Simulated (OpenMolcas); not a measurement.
# Cr2+, Mo2+, W2+: d⁴ down the group

* Program: OpenMolcas
* Method: CASSCF
* Basis: ANO-RCC-VTZP
* Scalar Hamiltonian: DKH2, point nucleus
* Spin-orbit coupling: RASSI with atomic mean-field integrals over the reference wave functions, term energies averaged over their components

Active space for each ion: 4 electrons in 6 orbitals (d s).

Computed levels in cm-1 above ⁵D₀:

```json
{"Level": "⁵D₁", "Cr2+": "70.1", "Mo2+": "236", "W2+": "2107"}
{"Level": "⁵D₂", "Cr2+": "208", "Mo2+": "663", "W2+": "4370"}
{"Level": "⁵D₃", "Cr2+": "408", "Mo2+": "1235", "W2+": "6347"}
{"Level": "⁵D₄", "Cr2+": "667", "Mo2+": "1912", "W2+": "8000"}
{"Level": "³H₄", "Cr2+": "17828", "Mo2+": "15148", "W2+": "16287"}
{"Level": "³H₅", "Cr2+": "17970", "Mo2+": "15669", "W2+": "19408"}
{"Level": "³H₆", "Cr2+": "18128", "Mo2+": "16162", "W2+": "21247"}
{"Level": "³F₂(1)", "Cr2+": "20910", "Mo2+": "17081", "W2+": "16757"}
{"Level": "³F₃(1)", "Cr2+": "20967", "Mo2+": "17121", "W2+": "17744"}
{"Level": "weight of ⁵D in the lowest level (%)", "Cr2+": "100", "Mo2+": "99", "W2+": "73"}
```

Mixed levels, with the weight of the term that names them: W2+ ⁵D₀ (73 %), W2+ ³H₄ (53 %), W2+ ³H₅ (66 %), W2+ ³F₃(1) (51 %).

Measured, with the error of the calculation in %. Measured levels: Cr2+ from Sugar and Corliss, J. Phys. Chem. Ref. Data 6, 317 (1977); Mo2+ from Sugar and Musgrove, J. Phys. Chem. Ref. Data 17, 155 (1988); W2+ from NIST levels as listed in McCann et al., Mon. Not. R. Astron. Soc. 538, 537 (2025).

```json
{"Level": "⁵D₁", "Cr2+": "62.2 (+12.7)", "Mo2+": "242 (-2.6)", "W2+": "2256 (-6.6)"}
{"Level": "⁵D₂", "Cr2+": "183 (+13.5)", "Mo2+": "668 (-0.7)", "W2+": "4461 (-2.0)"}
{"Level": "⁵D₃", "Cr2+": "357 (+14.6)", "Mo2+": "1224 (+0.9)", "W2+": "6278 (+1.1)"}
{"Level": "⁵D₄", "Cr2+": "576 (+15.7)", "Mo2+": "1872 (+2.1)", "W2+": "7687 (+4.1)"}
{"Level": "³H₄", "Cr2+": "17274 (+3.2)", "Mo2+": "12680 (+19.5)", "W2+": ""}
{"Level": "³H₅", "Cr2+": "17397 (+3.3)", "Mo2+": "13276 (+18.0)", "W2+": ""}
{"Level": "³H₆", "Cr2+": "17531 (+3.4)", "Mo2+": "13811 (+17.0)", "W2+": ""}
{"Level": "³F₂(1)", "Cr2+": "18452 (+13.3)", "Mo2+": "13929 (+22.6)", "W2+": ""}
{"Level": "³F₃(1)", "Cr2+": "18511 (+13.3)", "Mo2+": "13948 (+22.7)", "W2+": ""}
```

The fine-structure level ⁵D₄ changes by a factor of 12 from Cr2+ to W2+.

Without spin-orbit coupling ³H lies 17597, 14606, 13845 cm-1 above ⁵D in that order; the difference to the level ³H₄, of either sign, comes from spin-orbit coupling, which also lowers the zero.

Without dynamic correlation excited terms often stand tens of per cent too high (terms of higher spin than the ground term too low), and those without a measured partner can miss by more than the paired ones. Configurations are named by rounded mean occupations; where the s occupation lies near a half they are strongly mixed, a name can repeat and a true partner stay unpaired (holds for Mo2+; W2+). Some high roots are left out of the spin-orbit mixing, which shifts the levels that they would mix with (holds for W2+). Measured partners are found by configuration, term and J. A level has none where our copy of the source lacks it or the pairing is in doubt (some pairs that miss far off the trend of their configuration count as doubtful), and it then counts in no deviation. Only configurations of the active space appear.

A number in round brackets counts repeated terms of one configuration in the order of the reference energies.
